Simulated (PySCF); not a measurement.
Delta-SCF ions had no search for a lower state. Excitations are Tamm–Dancoff values on a coarser integration grid. The basis has no diffuse functions, so Rydberg states are missing or too high.

Cartesian coordinates (Å):
```xyz
13

Si     2.1523    -0.0805     0.0890
C      0.3086    -0.0129     0.0458
C     -0.5766    -0.0504     1.1015
C     -1.8904     0.0283     0.5868
C     -1.7818     0.1119    -0.7748
N     -0.4593     0.0870    -1.0917
H      2.7551     1.1261    -0.5251
H      2.6723    -1.2517    -0.6557
H      2.5661    -0.1729     1.5031
H     -0.2986    -0.1266     2.1399
H     -2.8092     0.0242     1.1483
H     -2.5388     0.1873    -1.5368
H     -0.1000     0.1341    -2.0278
```
Charge 0, multiplicity 1.

Task: Predict the brightest of the four lowest singlets (TDA), HOMO–LUMO gap, vertical ionisation energy (Delta-SCF), S1 excitation (TDA), T1 excitation (TDA), dipole moment, LUMO and total energy from TPSSh-D3(BJ)/def2-TZVP // CAM-B3LYP-D3(BJ)/def2-TZVP (PySCF).

Result: 
```
Quantity                                            Value
-------------------------------------------  ------------
brightest of the four lowest singlets (TDA)       6.13 eV
HOMO–LUMO gap                                     5.63 eV
vertical ionisation energy (Delta-SCF)            8.13 eV
S1 excitation (TDA)                               5.51 eV
T1 excitation (TDA)                               4.16 eV
dipole moment                                      1.70 D
LUMO                                             -0.11 eV
total energy                                 -501.0069 Ha
```
